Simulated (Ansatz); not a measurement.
Start from `O[SiH2]N[SiH](O)O` and change one atom or group to get `O[SiH](O)N[SiH](O)Cl`.

Ansatz, PBE0-D4/def2-TZVP geometries, multiplicity 1. Each molecule was computed in one conformer, which needn't be the lowest.

```csv
property,`O[SiH2]N[SiH](O)O`
HOMO–LUMO gap (PBE0/def2-TZVPP) / eV,8.32
HOMO–LUMO gap (PBE/def2-TZVPP) / eV,6.06
HOMO energy (ωB97M-V/def2-TZVPP) / eV,-10.28
HOMO energy (PBE0/def2-TZVPP) / eV,-7.94
size of the dipole moment (PBE/def2-TZVPP) / D,0.86
HOMO energy (PBE/def2-TZVPP) / eV,-6.56
```

Q: Give the same properties after the change, and the shifts. (Estimate.)

A: The calculation gave: 
```tsv
property	`O[SiH](O)N[SiH](O)Cl`	shift
HOMO–LUMO gap (PBE0/def2-TZVPP) / eV	8.79	0.47
HOMO–LUMO gap (PBE/def2-TZVPP) / eV	6.45	0.39
HOMO energy (ωB97M-V/def2-TZVPP) / eV	-10.65	-0.37
HOMO energy (PBE0/def2-TZVPP) / eV	-8.31	-0.37
size of the dipole moment (PBE/def2-TZVPP) / D	3.59	2.73
HOMO energy (PBE/def2-TZVPP) / eV	-6.87	-0.31
```

With PBE0 the HOMO falls by 0.37 eV and the LUMO rises by 0.11 eV, so the gap widens by about 0.48 eV. PBE moves the HOMO by -0.31 eV and ωB97M-V by -0.37 eV. Dipoles are sizes alone; their direction can turn.
